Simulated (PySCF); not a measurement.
A calculated (wB97M-V, PySCF 2.14, def2-TZVPPD, no relativity, point nucleus) atom or ion has these occupied shells.

| shell | electrons | orbital energy (eV) | rms radius, mean of both spins (bohr) |
| --- | --- | --- | --- |
| 1s α | 1 | -12406.5 | 0.0520 |
| 1s β | 1 | -12406.4 | 0.0520 |
| 2s α | 1 | -1626.2 | 0.217 |
| 2s β | 1 | -1626.1 | 0.217 |
| 2p α | 3 | -1461.0 | 0.191 |
| 2p β | 3 | -1460.9 | 0.191 |
| 3s α | 1 | -255.25 | 0.624 |
| 3s β | 1 | -255.13 | 0.624 |
| 3p α | 3 | -198.05 | 0.641 |
| 3p β | 3 | -197.90 | 0.641 |
| 3d α | 5 | -97.862 | 0.693 |
| 3d β | 5 | -97.710 | 0.693 |
| 4s α | 1 | -53.102 | 1.78 |
| 4s β | 1 | -51.584 | 1.78 |
| 4p α | 1 | -40.633 | 2.02 |

(1) Name the element and its charge.

Answers

(1) Se³⁺ (selenium, charge +3), in [Ar] 3d10 4s2 4p1, 2P determinant.
